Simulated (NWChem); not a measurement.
System: octafluorocyclobutane (C4F8); SMILES FC1(F)C(F)(F)C(F)(F)C1(F)F

The following NWChem deck was run.

```
start job
memory heap 200 mb stack 900 mb global 1100 mb
geometry units angstroms noautosym nocenter noautoz
  F     -0.695332     1.584721    -1.240683
  C     -0.444201     1.012297    -0.050192
  F     -0.801671     1.826885     0.952623
  C      1.012297     0.444201     0.050192
  F      1.826885     0.801671    -0.952623
  F      1.584721     0.695332     1.240683
  C      0.444201    -1.012297    -0.050192
  F      0.801671    -1.826885     0.952623
  F      0.695332    -1.584721    -1.240683
  C     -1.012297    -0.444201     0.050192
  F     -1.826885    -0.801671    -0.952623
  F     -1.584721    -0.695332     1.240683
end
basis spherical
  * library 6-31g*
end
dft
  xc b3lyp
  iterations 150
end
property
  response 1 0.0773
end
task dft property
```

Parts of the log:

```
             Northwest Computational Chemistry Package (NWChem) 7.3.0
             --------------------------------------------------------

                             Geometry "geometry" -> ""
                             -------------------------

 Output coordinates in angstroms (scale by  1.889725989 to convert to a.u.)

  No.       Tag          Charge          X              Y              Z
 ---- ---------------- ---------- -------------- -------------- --------------
    1 F                    9.0000    -0.69533200     1.58472100    -1.24068300
    2 C                    6.0000    -0.44420100     1.01229700    -0.05019200
    3 F                    9.0000    -0.80167100     1.82688500     0.95262300
    4 C                    6.0000     1.01229700     0.44420100     0.05019200
    5 F                    9.0000     1.82688500     0.80167100    -0.95262300
    6 F                    9.0000     1.58472100     0.69533200     1.24068300
    7 C                    6.0000     0.44420100    -1.01229700    -0.05019200
    8 F                    9.0000     0.80167100    -1.82688500     0.95262300
    9 F                    9.0000     0.69533200    -1.58472100    -1.24068300
   10 C                    6.0000    -1.01229700    -0.44420100     0.05019200
   11 F                    9.0000    -1.82688500    -0.80167100    -0.95262300
   12 F                    9.0000    -1.58472100    -0.69533200     1.24068300

 Effective nuclear repulsion energy (a.u.)     887.9849742250

                              NWChem Property Module
                              ----------------------

                                 NWChem DFT Module
                                 -----------------

 Summary of "ao basis" -> "ao basis" (spherical)
 ------------------------------------------------------------------------------
       Tag                 Description            Shells   Functions and Types
 ---------------- ------------------------------  ------  ---------------------
 F                           6-31g*                  6       14   3s2p1d
 C                           6-31g*                  6       14   3s2p1d

            General Information
            -------------------
          SCF calculation type: DFT
          Wavefunction type:  closed shell.
          No. of atoms     :    12
          No. of electrons :    96
           Alpha electrons :    48
            Beta electrons :    48
          Charge           :     0
          Spin multiplicity:     1
          Use of symmetry is: off; symmetry adaption is: off
          Maximum number of iterations: 150
          AO basis - number of functions:   168
                     number of shells:    72
          Convergence on energy requested:  1.00D-06
          Convergence on density requested:  1.00D-05
          Convergence on gradient requested:  5.00D-04

              XC Information
              --------------
                         B3LYP Method XC Potential
                     Hartree-Fock (Exact) Exchange  0.200
                        Slater Exchange Functional  0.800 local
                    Becke 1988 Exchange Functional  0.720 non-local
              Lee-Yang-Parr Correlation Functional  0.810
                  VWN I RPA Correlation Functional  0.190 local

             Grid Information
             ----------------
          Grid used for XC integration:  medium
          Radial quadrature: Mura-Knowles
          Angular quadrature: Lebedev.
          Tag              B.-S. Rad. Rad. Pts. Rad. Cut. Ang. Pts.
          ---              ---------- --------- --------- ---------
          F                   0.50       49          10.0       434
          C                   0.70       49           7.0       434
          Grid pruning is: on
          Number of quadrature shells:   588
          Spatial weights used:  Erf1

      Superposition of Atomic Density Guess
      -------------------------------------

 Sum of atomic energies:        -945.61967278

      Non-variational initial energy
      ------------------------------

 Total energy =    -949.497974
 1-e energy   =   -3088.896885
 2-e energy   =    1251.413937
 HOMO         =      -0.236228
 LUMO         =       0.071491

   convergence    iter        energy       DeltaE   RMS-Dens  Diis-err
 ---------------- ----- ----------------- --------- --------- ---------
 d= 0,ls=0.0,diis     1   -950.6214090790 -1.84D+03  2.00D-02  4.22D+00
 d= 0,ls=0.0,diis     2   -949.8041527634  8.17D-01  1.17D-02  1.51D+01
 d= 0,ls=0.0,diis     3   -951.0636490923 -1.26D+00  1.15D-03  8.12D-02
 d= 0,ls=0.0,diis     4   -951.0690202521 -5.37D-03  3.20D-04  1.21D-02
 d= 0,ls=0.0,diis     5   -951.0699323400 -9.12D-04  5.27D-05  1.85D-04
  Resetting Diis
 d= 0,ls=0.0,diis     6   -951.0699451656 -1.28D-05  1.81D-05  3.48D-05
 d= 0,ls=0.0,diis     7   -951.0699478068 -2.64D-06  5.73D-06  8.20D-07
 d= 0,ls=0.0,diis     8   -951.0699477837  2.31D-08  3.33D-06  1.21D-06

         Total DFT energy =     -951.069947783654
      One electron energy =    -3087.702770311291
           Coulomb energy =     1354.218987873569
    Exchange-Corr. energy =     -105.571139570921
 Nuclear repulsion energy =      887.984974224989

 Numeric. integr. density =       96.000024262466

[...]

 DFT Linear Response polarizability / au
 Frequency  =       0.0773000 / au
 Wavelength =     589.4353558 / nm
              X              Y              Z
 -----------------------------------------------
 X      41.3796750      0.0000001     -0.0000000
 Y       0.0000001     41.3796750      0.0000000
 Z      -0.0000000      0.0000000     42.2192960
 -----------------------------------------------
 Eigenvalues =      41.3796749     41.3796751     42.2192960
 Isotropic   =      41.6595487
 Anisotropic =       0.8396210
 -----------------------------------------------

 Magnetic Dipole Response Matrix (nonzero elements):

 Exiting AOResponse driver routine
```

Level: B3LYP/6-31G* (spherical d). All runs use the structure optimised with B3LYP/6-31G* (spherical d). Not confirmed as a minimum by frequencies.
